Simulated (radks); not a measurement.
Charge is removed step by step from the 1s down level of the neon ion Ne8+, starting from 1s(up 1, down 1). Calculated with a radial shooting solver on a logarithmic mesh with Libxc functionals: scalar-relativistic Kohn-Sham, PBE, spin-polarised, spherical densities, point nucleus.

| removed (e) | E - E(0) (eV) | eigenvalue (eV) |
|---|---|---|
| 0 | 0.000 | -1136.1 |
| 0.25 | 288.05 | -1168.1 |
| 0.5 | 583.92 | -1198.4 |
| 0.75 | 886.96 | -1224.9 |

The mean slope of the eigenvalue, de/dn, is 118 eV per electron.
